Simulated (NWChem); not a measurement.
# BeSiH$_{4}$O; SMILES [BeH][O][SiH3]

```xyz
7

Be    -0.0380    -2.1337     0.0091
H     -0.0498    -3.4622     0.0141
O     -0.0268    -0.7261     0.0031
Si    -0.0129     0.9193    -0.0018
H     -0.6447     1.4357    -1.2455
H      1.3855     1.4214     0.0671
H     -0.7665     1.4434     1.1687
```
Atoms are numbered in this order, from 1.

All runs: NWChem. Pople sets run with spherical d functions. Coordinates come from a B3LYP/6-31G* (spherical d) optimisation. Core excitations by TDA in a window of 1s orbitals, non-relativistic and unshifted: absolute energies depend strongly on the exact-exchange share.

For level O K edge, PBE0/6-311G**:

| Quantity | Value |
|---|---|
| first 1s excitation (eV) | 520.7 |
| first state with f > 0.002 (eV) | 520.8 |
| dipole oscillator strength of that state | 0.0104 |

**Question.** What are these values for level Si K edge, PBE0/def2-TZVP?

**Answer.** The first 1s excitation (eV) comes out as 1800.9. The first state with f > 0.002 (eV) is 1800.9 and the dipole oscillator strength of that state is 0.0025.
